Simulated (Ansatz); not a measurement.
Molecule: sum formula SiHBr2, charge 0, multiplicity 2. It need not be the lowest isomer of its formula. 
Geometry from a B3LYP-D3(BJ)/def2-TZVP (Ansatz, a quantum-chemistry and plane-wave program) optimisation:
```xyz
4

Si    -0.0023    -1.0279     0.0647
Br    -1.8407     0.2400     0.0579
Br     1.8428     0.2247    -0.0508
H     -0.0419    -1.8745    -1.1568
```
Charge 0, spin multiplicity 2.

Wanted: atomisation energy (electronic, to ground-state atoms), in eV. Valence correlation only, unless marked. UHF or UKS for open shells. No spin-orbit coupling. The frozen core is the preceding noble-gas configuration, with the filled d and f shells of earlier blocks. Non-relativistic. The coupled-cluster limit lacks core correlation, which all-electron functionals hold. CBS(X,Y): correlation extrapolated as X^-3; Hartree-Fock from the larger set.

| level | program | atomisation energy (eV) | minus last row |
|---|---|---|---|
| BLYP-D3(BJ)/def2-TZVPD | Ansatz + dftd3 | 9.98 | -0.11 |
| PBE0/def2-SVP | Ansatz | 9.96 | -0.13 |
| RI-MP2/def2-QZVPPD | Ansatz | 10.17 | 0.08 |
| RI-MP2/CBS(def2-TZVPP,def2-QZVPP) | Ansatz | 10.33 | 0.24 |
| CCSD/CBS(def2-TZVPP,def2-QZVPP) | Ansatz | 9.84 | -0.25 |
| CCSD(T)/CBS(def2-TZVPP,def2-QZVPP) | Ansatz | 10.10 | 0.01 |
| CCSD(T)/CBS(def2-TZVPPD,def2-QZVPPD) | Ansatz | 10.09 | 0.00 |
